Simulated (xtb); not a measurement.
OZr, SMILES [O]=[Zr], multiplicity 1. All values are semi-empirical tight-binding results from xtb (GFN2-xTB unless named), good for trends rather than for accurate numbers. The structure is a stationary point at GFN2-xTB. The multiplicity is an assumed one; other spin states were not compared.

For metal compounds this method's bond lengths and energies can be far off.

Estimate the properties. (An estimate is asked for; the answer gives what the named calculation found.)


```yaml
point_group_as_xtb_finds_it: C∞v
orbital_gap: 1.66 eV
```
